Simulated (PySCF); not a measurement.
# Dipole response of Mn (manganese, neutral)

[Ar] 3d5 4s2, high-spin 6S determinant. Calculation: PySCF 2.14, in aug-cc-pVQZ; no relativity, point nucleus. Coupled (time-dependent) response in atomic units; α is the mean over directions.

```
method  mean α (bohr³)  C₆ (like pair)  S(−4)
  PBE0           79.96           777.0   4078
```

S(−4) is the Cauchy moment in α(ω) = α(0) + S(−4) ω² + …

Reference α: 68 ± 9 bohr³ (recommended; Schwerdtfeger and Nagle, table of static dipole polarizabilities (2023 update)). Published C₆: 552.0 (Chu and Dalgarno (2004); Tang, Norbeck and Certain (1976)).

α(iu) at PBE0:

```
u (hartree)  α(iu) (bohr³)
          0          79.96
     0.0500          71.35
      0.100          55.52
      0.200          31.58
      0.300          19.55
      0.500          9.865
      0.750          5.683
       1.00          3.877
       1.50          2.281
       2.00          1.556
       3.00         0.8832
       5.00         0.4081
```

A single London oscillator, α(iu) = α/(1 + u²/ω²), gives C₆ = (3/4) ω α². Matching the computed C₆ needs ω = 4 × 777.0 / (3 × 79.96²) = 0.162 hartree.
